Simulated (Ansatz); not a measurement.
The cluster HfO4H4, 9 atoms. Hardware: 4 threads of Arm Neoverse V2 on a shared host.

In the def2 sets Hf takes a core potential; there is no spin–orbit coupling. Correlated methods freeze 4 core orbitals; core or outer-core shells of Hf are correlated, in sets that lack core-valence functions.

Question: How many basis functions does each of these Ansatz runs have, and roughly what does it cost? r2SCAN-D4/def2-TZVP, charge 0 triplet at the geometry of the charge 0 singlet, energy, from earlier orbitals; PBE0-D4/def2-SVP, charge 0 singlet, energy with a search over starts; PBE0-D4/def2-TZVP, charge 1 doublet at the geometry of the charge 0 singlet, energy, from earlier orbitals; LDA (SPW92)/def2-TZVP, charge 0 singlet, energy, from earlier orbitals; PBE0-D4/def2-TZVPD, charge -1 doublet at the geometry of the charge 0 singlet, energy, from earlier orbitals; B3LYP-D4/def2-TZVP, charge 0 singlet, energy, from earlier orbitals; RPA@PBE/def2-TZVP, charge 0 singlet, energy, from earlier orbitals; PBE-D4/def2-SVP, charge 0 singlet, energy, from earlier orbitals; PBE-D4/def2-TZVP, charge 0 singlet, energy, from earlier orbitals; HSE06-D4/def2-TZVP, charge 0 singlet, energy, from earlier orbitals; PBE0-D4/def2-SVP, charge -1 doublet at the geometry of the charge 0 singlet, energy with a search over starts; r2SCANh-D4/def2-TZVP, charge 0 singlet, energy, from earlier orbitals.

Answer: Other jobs shared the machine, so times can vary by a factor of up to 3. A dash marks memory too small to be measured apart from the calling script's.

```json
{"run": "LDA (SPW92)/def2-TZVP, charge 0 singlet, energy, from earlier orbitals", "functions": "188", "fitting or Cholesky vectors": "1125", "wall time": "0.85 s", "peak host memory (GiB)": "–"}
{"run": "PBE-D4/def2-SVP, charge 0 singlet, energy, from earlier orbitals", "functions": "108", "fitting or Cholesky vectors": "1118", "wall time": "0.9 s", "peak host memory (GiB)": "–"}
{"run": "PBE-D4/def2-TZVP, charge 0 singlet, energy, from earlier orbitals", "functions": "188", "fitting or Cholesky vectors": "1125", "wall time": "1.4 s", "peak host memory (GiB)": "–"}
{"run": "PBE0-D4/def2-SVP, charge 0 singlet, energy with a search over starts", "functions": "108", "fitting or Cholesky vectors": "1151", "wall time": "1.6 s", "peak host memory (GiB)": "–"}
{"run": "B3LYP-D4/def2-TZVP, charge 0 singlet, energy, from earlier orbitals", "functions": "188", "fitting or Cholesky vectors": "1153", "wall time": "1.8 s", "peak host memory (GiB)": "–"}
{"run": "HSE06-D4/def2-TZVP, charge 0 singlet, energy, from earlier orbitals", "functions": "188", "fitting or Cholesky vectors": "1173", "wall time": "1.9 s", "peak host memory (GiB)": "–"}
{"run": "r2SCANh-D4/def2-TZVP, charge 0 singlet, energy, from earlier orbitals", "functions": "188", "fitting or Cholesky vectors": "1125", "wall time": "2.9 s", "peak host memory (GiB)": "–"}
{"run": "RPA@PBE/def2-TZVP, charge 0 singlet, energy, from earlier orbitals", "functions": "188", "fitting or Cholesky vectors": "1374", "wall time": "3.3 s", "peak host memory (GiB)": "–"}
{"run": "PBE0-D4/def2-TZVP, charge 1 doublet at the geometry of the charge 0 singlet, energy, from earlier orbitals", "functions": "188", "fitting or Cholesky vectors": "1173", "wall time": "3.8 s", "peak host memory (GiB)": "–"}
{"run": "r2SCAN-D4/def2-TZVP, charge 0 triplet at the geometry of the charge 0 singlet, energy, from earlier orbitals", "functions": "188", "fitting or Cholesky vectors": "1125", "wall time": "6 s", "peak host memory (GiB)": "–"}
{"run": "PBE0-D4/def2-SVP, charge -1 doublet at the geometry of the charge 0 singlet, energy with a search over starts", "functions": "108", "fitting or Cholesky vectors": "1047", "wall time": "6.5 s", "peak host memory (GiB)": "–"}
{"run": "PBE0-D4/def2-TZVPD, charge -1 doublet at the geometry of the charge 0 singlet, energy, from earlier orbitals", "functions": "239", "fitting or Cholesky vectors": "1379", "wall time": "18 s", "peak host memory (GiB)": "1.1"}
```
